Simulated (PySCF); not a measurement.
Vertical excitations of a molecule C3H6BNO from TDDFT-PBE/def2-SVPD (PySCF), as energy in eV (oscillator strength): 5.08 (0.021), 5.52 (0.002), 5.80 (0.000), 5.87 (0.000), 6.39 (0.384), 6.43 (0.001), 6.54 (0.009), 6.66 (0.013), 6.71 (0.000), 6.90 (0.018). Lowest triplet (TDA): 3.98 eV. Coordinates come from a r2SCAN-D4/def2-SVP optimisation. One conformer was computed; it need not be the lowest.

Problem. Which molecule gave these data?
A) NB1CC=CO1
B) OCB1C=NC1
C) C#CB(N)OC
D) C=C1CNB1O

Solution. D, C=C1CNB1O
